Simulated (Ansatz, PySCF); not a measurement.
1-chloro-2,2-difluoropropane (C₃H₅ClF₂), SMILES FC(F)(CCl)C. Atoms are numbered in the order given.

```xyz
11

C     -1.7048    -0.1843     0.0586
C     -0.4337     0.6208    -0.0583
F     -0.0929     1.1123     1.1652
F     -0.6519     1.7037    -0.8688
C      0.7732    -0.0975    -0.6514
Cl     1.2120    -1.5462     0.2743
H     -1.5429    -1.0413     0.7250
H     -2.4912     0.4617     0.4733
H     -2.0154    -0.5449    -0.9322
H      1.6238     0.5969    -0.6432
H      0.5521    -0.3932    -1.6852
```
Charge 0, spin multiplicity 1.

The structure is a stationary point at ωB97X-D3(BJ)/def2-SVP. One conformer was computed; it need not be the lowest.

Two levels are set side by side: PBE-D3(BJ)/def2-SVP (Ansatz, an electronic-structure program) and ωB97X-D3(BJ)/def2-SVP (PySCF). Each level has its own optimised geometry; the coordinates shown are those of the second. Frequencies come from the Hessian of PySCF at each geometry. Differences are taken from unrounded values.

```
quantity                            ωB97X-D3(BJ)  PBE-D3(BJ)  PBE-D3(BJ) minus ωB97X-D3(BJ)
----------------------------------  ------------  ----------  -----------------------------
mean bond length (Å)                       1.303       1.312                          0.009
bond C1–C2 (Å)                             1.509       1.512                          0.003
bond C2–F3 (Å)                             1.362       1.373                          0.011
bond C2–F4 (Å)                             1.370       1.384                          0.014
bond C2–C5 (Å)                             1.525       1.531                          0.006
bond C5–Cl6 (Å)                            1.774       1.791                          0.017
bond C1–H7 (Å)                             1.098       1.105                          0.008
bond C1–H8 (Å)                             1.099       1.106                          0.007
bond C1–H9 (Å)                             1.099       1.106                          0.007
bond C5–H10 (Å)                            1.098       1.106                          0.008
bond C5–H11 (Å)                            1.098       1.106                          0.008
highest harmonic wavenumber (cm⁻¹)          3215        3112                           -103
mean harmonic wavenumber (cm⁻¹)             1305        1249                            -56
zero-point energy (kcal/mol)               50.37       48.22                          -2.15
```

GGA bonds tend to be longer and softer than those of functionals with exact exchange. Differences between two approximate levels are no errors against the true value.
